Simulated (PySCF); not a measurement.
Species: C4H12OP2.
Geometry (GFN2-xTB, Å), atoms numbered from 1 in this order:
```xyz
19
C4H12OP2 angstrom
C     -2.3462    0.4803   -1.2059
C     -2.0794    0.4758    0.2898
P     -0.3045    0.5474    0.7422
O     -0.0746    0.6123    2.1851
C      0.4940   -0.8948   -0.0661
C      1.9053   -0.9944    0.4904
P      2.7538    0.6396    0.2471
H     -1.9708   -0.4286   -1.6699
H     -1.8598    1.3332   -1.6749
H     -3.4147    0.5451   -1.4001
H     -2.4943   -0.4154    0.7710
H     -2.5365    1.3438    0.7760
H      0.1460    1.6532    0.0221
H      0.5024   -0.7689   -1.1504
H     -0.0935   -1.7855    0.1840
H      2.4701   -1.8109    0.0321
H      1.8486   -1.1637    1.5703
H      3.0248    0.4488   -1.1106
H      4.0195    0.1921    0.6196
```

Level of theory: TDDFT B3LYP/def2-SVPD, vertical, gas phase, core orbitals frozen in the response in PySCF.

Transition dipole moments from the ground state, in atomic units and in the frame of the coordinates above (overall signs are arbitrary), for the states with f of 0.002 or more among the lowest 7:

```
state  E (hartree)      μx      μy      μz
   S1       0.2263  -0.650  -0.137   0.212
   S2       0.2389   0.118   0.140   0.099
   S3       0.2423  -0.115  -0.041  -0.179
   S4       0.2460   0.126   0.293   0.266
   S5       0.2474  -0.208  -0.289  -0.004
   S6       0.2513   0.049  -0.113   0.082
   S7       0.2536   0.181  -0.260   0.088
```

Problem. Work out the oscillator strengths.

Solution. f = (2/3) ΔE |μ|² with ΔE in hartree (27.2114 eV).

| state | \|μ\|² (au) | \|μ\| (D) | f |
| --- | --- | --- | --- |
| S1 | 0.487 | 1.77 | 0.073 |
| S2 | 0.043 | 0.53 | 0.007 |
| S3 | 0.047 | 0.55 | 0.008 |
| S4 | 0.172 | 1.06 | 0.028 |
| S5 | 0.127 | 0.90 | 0.021 |
| S6 | 0.022 | 0.38 | 0.004 |
| S7 | 0.108 | 0.84 | 0.018 |

Problem. Which bond between heavy atoms lies closest to the direction of the S1 transition dipole?

Solution. C2–P3, at 33° from it; next C5–C6 at 42°.

Problem. What angle do the transition dipoles of S4 and S7 make?

Solution. |cos θ| = |μa·μb| / (|μa| |μb|) = 0.22, so θ ≈ 77° (taken between 0 and 90°, since the signs are arbitrary).

Problem. What peak molar absorption coefficient would the strongest computed level give as a lone Gaussian band 0.3 eV wide at half height?

Solution. ε(max) = 2.175×10⁸ f / FWHM, with the width in cm⁻¹. S1: 2.175×10⁸ × 0.0734 / 2420 ≈ 6600 L mol⁻¹ cm⁻¹.

One conformer stands for the species.
